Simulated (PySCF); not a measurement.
Al(AsH2)(F)2 (AlAsF₂H₂), SMILES [AsH2][Al]([F])[F].

The structure is a stationary point at PBE0-D3(BJ)/def2-SVP.

All values below come from TDDFT-LC-ωPBE/def2-SVPD (PySCF).

Vertical excitations. The molecule is in vacuum. State labels are in the subgroup Cs.

Computed UV-visible absorptions:
| state | symmetry | energy (eV) | λ (nm) | f | main pairs |
|---|---|---|---|---|---|
| S1 | A' | 6.51 | 190 | 0.168 | HOMO→LUMO 71 %, HOMO→LUMO+1 16 % |
| S2 | A" | 6.56 | 189 | 0.006 | HOMO→LUMO+2 95 % |
| S3 | A' | 6.82 | 182 | 0.210 | HOMO→LUMO+1 74 %, HOMO→LUMO 15 % |
| S4 | A' | 7.58 | 164 | 0.046 | HOMO→LUMO+3 81 % |
| S5 | A' | 7.62 | 163 | 0.031 | HOMO−1→LUMO 62 %, HOMO−1→LUMO+1 26 % |
| S6 | A' | 8.06 | 154 | 0.317 | HOMO−1→LUMO+1 58 %, HOMO−1→LUMO 24 % |
| S7 | A" | 8.26 | 150 | 0.016 | HOMO−1→LUMO+2 69 %, HOMO→LUMO+5 17 % |
| S8 | A" | 8.82 | 141 | 0.125 | HOMO→LUMO+5 39 %, HOMO−2→LUMO 25 %, HOMO−2→LUMO+1 16 % |
| S9 | A' | 9.07 | 137 | 0.021 | HOMO−1→LUMO+3 32 %, HOMO→LUMO+4 24 %, HOMO→LUMO+6 18 %, HOMO−2→LUMO+2 5 % |
| S10 | A" | 9.24 | 134 | 0.025 | HOMO−2→LUMO 50 %, HOMO→LUMO+5 22 %, HOMO−1→LUMO+2 10 % |
| T1 | A' | 5.22 | 237 | 0 | HOMO→LUMO+1 43 %, HOMO→LUMO 38 %, HOMO→LUMO+3 10 % |
| T2 | A" | 5.78 | 214 | 0 | HOMO→LUMO+2 86 % |
| T3 | A' | 5.98 | 207 | 0 | HOMO→LUMO+1 45 %, HOMO→LUMO 32 % |
| T4 | A' | 6.61 | 188 | 0 | HOMO→LUMO+3 55 %, HOMO−1→LUMO+1 11 %, HOMO→LUMO 9 % |
Triplets are in the Tamm–Dancoff approximation, which puts them higher than full response would, so one can lie above its singlet here.
